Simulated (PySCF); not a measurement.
C4H7B (SMILES C#CB(C)C), singlet, at a GFN2-xTB geometry, with bond 11-9 at 1.8 times its length; CASSCF(8,9)/STO-3G in PySCF.

PySCF was given this input:
```python
from pyscf import gto, scf, mcscf
import numpy

mol = gto.M(
    atom='''
B     0.340761    0.188187    0.032690
C    -0.975649   -0.538240   -0.095419
C    -2.027424   -1.118164   -0.197945
H    -2.945313   -1.624706   -0.287617
C     0.511157    1.603745   -0.643364
H     1.546361    1.849201   -0.869686
H     0.154469    2.363740    0.053725
H    -0.077826    1.720646   -1.550610
C     1.516954   -0.484858    0.841216
H     2.251777    0.228636    1.207120
H     2.469938   -1.716460   -0.355744
H     1.170110   -1.084277    1.680446
''',
    basis='sto-3g',
    charge=0,
    spin=0,
    verbose=4,
)

mf = scf.RHF(mol)
mf.kernel()
mc = mcscf.CASSCF(mf, 9, 8)
mc.fix_spin_(ss=0.0)
mc.kernel()
occ = numpy.linalg.eigvalsh(mc.fcisolver.make_rdm1(mc.ci, mc.ncas, mc.nelecas))[::-1]
ss = mc.fcisolver.spin_square(mc.ci, mc.ncas, mc.nelecas)[0]
print('natural occupations', occ.round(4), ' <S^2>', round(ss, 4))
```

**Question.** Predict the main parts of the log of this PySCF run.

**Answer.** 
```
PySCF version 2.14.0

[INPUT] verbose = 4
[INPUT] num. atoms = 12
[INPUT] num. electrons = 36
[INPUT] charge = 0
[INPUT] spin (= nelec alpha-beta = 2S) = 0
[INPUT] symmetry False subgroup None
[INPUT] Mole.unit = angstrom
[INPUT] Symbol           X                Y                Z      unit          X                Y                Z       unit  Magmom
[INPUT]  1 B      0.340761000000   0.188187000000   0.032690000000 AA    0.643944963933   0.355621890204   0.061775147012 Bohr   0.0
[INPUT]  2 C     -0.975649000000  -0.538240000000  -0.095419000000 AA   -1.843709403706  -1.017126189286  -0.180315777080 Bohr   0.0
[INPUT]  3 C     -2.027424000000  -1.118164000000  -0.197945000000 AA   -3.831276098370  -2.113023722348  -0.374061837727 Bohr   0.0
[INPUT]  4 H     -2.945313000000  -1.624706000000  -0.287617000000 AA   -5.565834921121  -3.070249372938  -0.543517358769 Bohr   0.0
[INPUT]  5 C      0.511157000000   1.603745000000  -0.643364000000 AA    0.965946736654   3.030638823641  -1.215781758405 Bohr   0.0
[INPUT]  6 H      1.546361000000   1.849201000000  -0.869686000000 AA    2.922198779709   3.494483439272  -1.643468354368 Bohr   0.0
[INPUT]  7 H      0.154469000000   2.363740000000   0.053725000000 AA    0.291904104735   4.466821229679   0.101525536042 Bohr   0.0
[INPUT]  8 H     -0.077826000000   1.720646000000  -1.550610000000 AA   -0.147069825370   3.251549697328  -2.930228226012 Bohr   0.0
[INPUT]  9 C      1.516954000000  -0.484858000000   0.841216000000 AA    2.866627603563  -0.916248829304   1.589667851602 Bohr   0.0
[INPUT] 10 H      2.251777000000   0.228636000000   1.207120000000 AA    4.255241823595   0.432059422216   2.281126199485 Bohr   0.0
[INPUT] 11 H      2.469938000000  -1.716460000000  -0.355744000000 AA    4.667506364656  -3.243639303771  -0.672258730457 Bohr   0.0
[INPUT] 12 H      1.170110000000  -1.084277000000   1.680446000000 AA    2.211187435615  -2.048986573165   3.175582707121 Bohr   0.0

nuclear repulsion = 132.897519521094
number of shells = 22
number of NR pGTOs = 96
number of NR cGTOs = 32
basis = sto-3g
ecp = {}

******** <class 'pyscf.scf.hf.RHF'> ********
method = RHF
initial guess = minao
damping factor = 0
level_shift factor = 0
DIIS = <class 'pyscf.scf.diis.CDIIS'>
diis_start_cycle = 1
diis_space = 8
diis_damp = 0
SCF conv_tol = 1e-09
SCF conv_tol_grad = None
SCF max_cycles = 50
direct_scf = True
direct_scf_tol = 1e-13
Set gradient conv threshold to 3.16228e-05
Initial guess from minao.
init E= -178.399642460136
  HOMO = -0.213336969431195  LUMO = 0.0173790882471123  gap/eV = 6.27810
cycle= 1 E= -177.752342263055  delta_E= 0.647  |g|= 0.313  |ddm|=  4.2
  HOMO = -0.285845143812872  LUMO = 0.154645235665224  gap/eV = 11.98635
cycle= 2 E= -177.793408387259  delta_E= -0.0411  |g|= 0.121  |ddm|= 0.612
  HOMO = -0.297402149665682  LUMO = 0.149280258047573  gap/eV = 12.15485
cycle= 3 E= -177.797052966226  delta_E= -0.00364  |g|= 0.0762  |ddm|= 0.217
  HOMO = -0.296834571627688  LUMO = 0.154633059815606  gap/eV = 12.28506
cycle= 4 E= -177.798877100985  delta_E= -0.00182  |g|= 0.00876  |ddm|= 0.0936
  HOMO = -0.296945077376391  LUMO = 0.154654720864135  gap/eV = 12.28866
cycle= 5 E= -177.798924587911  delta_E= -4.75e-05  |g|= 0.00345  |ddm|= 0.0157
  HOMO = -0.296866057085297  LUMO = 0.155299505727275  gap/eV = 12.30405
cycle= 6 E= -177.798940630405  delta_E= -1.6e-05  |g|= 0.00159  |ddm|= 0.0107
  HOMO = -0.297039420568624  LUMO = 0.155297874998099  gap/eV = 12.30872
cycle= 7 E= -177.798944322998  delta_E= -3.69e-06  |g|= 0.000857  |ddm|= 0.00503
  HOMO = -0.297026669672164  LUMO = 0.155308224475366  gap/eV = 12.30866
cycle= 8 E= -177.798945632266  delta_E= -1.31e-06  |g|= 0.000308  |ddm|= 0.00373
  HOMO = -0.297007634615345  LUMO = 0.155309819194929  gap/eV = 12.30818
cycle= 9 E= -177.798945791352  delta_E= -1.59e-07  |g|= 5.33e-05  |ddm|= 0.00154
  HOMO = -0.296998533420196  LUMO = 0.15531791014186  gap/eV = 12.30816
cycle= 10 E= -177.798945794965  delta_E= -3.61e-09  |g|= 1.59e-05  |ddm|= 0.000205
  HOMO = -0.296996724732604  LUMO = 0.155317781684037  gap/eV = 12.30810
cycle= 11 E= -177.798945795193  delta_E= -2.27e-10  |g|= 4.56e-06  |ddm|= 3.82e-05
  HOMO = -0.296996869368274  LUMO = 0.155317801646107  gap/eV = 12.30811
Extra cycle  E= -177.798945795212  delta_E= -1.96e-11  |g|= 2.31e-06  |ddm|= 9.07e-06
converged SCF energy = -177.798945795212

******** <class 'pyscf.mcscf.mc1step.CASSCF'> ********
CAS (4e+4e, 9o), ncore = 14, nvir = 9
max_cycle_macro = 50
max_cycle_micro = 4
conv_tol = 1e-07
conv_tol_grad = None
orbital rotation max_stepsize = 0.02
orbital rotation threshold for CI restart = 0.01
augmented hessian ah_max_cycle = 30
augmented hessian ah_conv_tol = 1e-12
augmented hessian ah_linear dependence = 1e-14
augmented hessian ah_level shift = 1e-08
augmented hessian ah_start_tol = 2.5
augmented hessian ah_start_cycle = 3
augmented hessian ah_grad_trust_region = 3
kf_trust_region = 3
kf_interval = 4
ci_response_space = 4
ci_grad_trust_region = 3
with_dep4 0
natorb = False
canonicalization = True
sorting_mo_energy = False
ao2mo_level = 2
internal_rotation = False
******** <class 'pyscf.fci.addons.SpinPenaltyFCISolver'> ********
max. cycles = 50
conv_tol = 1e-08
davidson only = True
linear dependence = 1e-12
level shift = 0.001
max iter space = 12
nroots = 1
pspace_size = 400
spin = None
CASCI E = -177.959044666451  S^2 = 0.0000000
Set conv_tol_grad to 0.000316228
macro iter   1 ( 21 JK    4 micro), CASSCF E = -177.971933877491  dE = -1.28892110e-02  S^2 = 0.0000000
               |grad[o]|=0.0499  |grad[c]|=0.0277  |ddm|=0.021  |maxRot[o]|=0.129
macro iter   2 ( 21 JK    4 micro), CASSCF E = -177.977380233655  dE = -5.44635616e-03  S^2 = 0.0000000
               |grad[o]|=0.0156  |grad[c]|=0.0365  |ddm|=0.0123  |maxRot[o]|= 0.31
macro iter   3 ( 21 JK    4 micro), CASSCF E = -177.986760311895  dE = -9.38007824e-03  S^2 = 0.0000000
               |grad[o]|=0.0147  |grad[c]|=0.0267  |ddm|=0.0122  |maxRot[o]|=0.311
macro iter   4 ( 21 JK    4 micro), CASSCF E = -177.998232315277  dE = -1.14720034e-02  S^2 = 0.0000000
               |grad[o]|=0.018  |grad[c]|=0.0213  |ddm|=0.0417  |maxRot[o]|= 0.29
macro iter   5 ( 21 JK    4 micro), CASSCF E = -178.002674500566  dE = -4.44218529e-03  S^2 = 0.0000000
               |grad[o]|=0.0178  |grad[c]|=0.0139  |ddm|=0.00593  |maxRot[o]|=0.159
macro iter   6 ( 20 JK    4 micro), CASSCF E = -178.004256705593  dE = -1.58220503e-03  S^2 = 0.0000000
               |grad[o]|=0.00873  |grad[c]|=0.00815  |ddm|=0.00191  |maxRot[o]|=0.105
macro iter   7 ( 19 JK    4 micro), CASSCF E = -178.004487462173  dE = -2.30756579e-04  S^2 = 0.0000000
               |grad[o]|=0.00301  |grad[c]|=0.00429  |ddm|=0.000975  |maxRot[o]|=0.0572
macro iter   8 ( 12 JK    3 micro), CASSCF E = -178.004492466501  dE = -5.00432861e-06  S^2 = 0.0000000
               |grad[o]|=0.000766  |grad[c]|=0.000291  |ddm|=0.000202  |maxRot[o]|=0.00861
macro iter   9 (  5 JK    1 micro), CASSCF E = -178.004492537842  dE = -7.13411339e-08  S^2 = 0.0000000
               |grad[o]|=4.44e-05  |grad[c]|=0.000207  |ddm|=1.54e-05  |maxRot[o]|=0.00324
1-step CASSCF converged in   9 macro (161 JK  32 micro) steps
CASSCF canonicalization
Density matrix diagonal elements [1.97702659 1.89868733 1.91593219 1.75250562 0.20141631 0.1154233
 0.07717435 0.04327869 0.0185556 ]
CASSCF energy = -178.004492537842
CASCI E = -178.004492537842  E(CI) = -13.8794911203846  S^2 = 0.0000000
natural occupations [1.9826e+00 1.9229e+00 1.9215e+00 1.7205e+00 2.7920e-01 7.7500e-02
 7.6300e-02 1.8500e-02 1.0000e-03]  <S^2> 0.0
```
